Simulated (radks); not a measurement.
As VI, 28 electrons, occupied as [Ar] 3d10. Calculated with a radial shooting solver on a logarithmic mesh with Libxc functionals: Dirac Kohn-Sham, PBE, spin-unpolarised, spherical densities, point nucleus.

X-ray form factor f0, the Fourier transform of the density (f0(0) = 28):

sin(theta)/lambda (1/angstrom)  f0 (electrons)
0.05                                    27.831
0.1                                     27.333
0.15                                    26.538
0.2                                     25.491
0.25                                    24.250
0.3                                     22.874
0.4                                     19.946
0.5                                     17.090
0.6                                     14.546
0.8                                     10.719
1                                        8.402
1.25                                     6.828
1.5                                      5.924
2                                        4.607
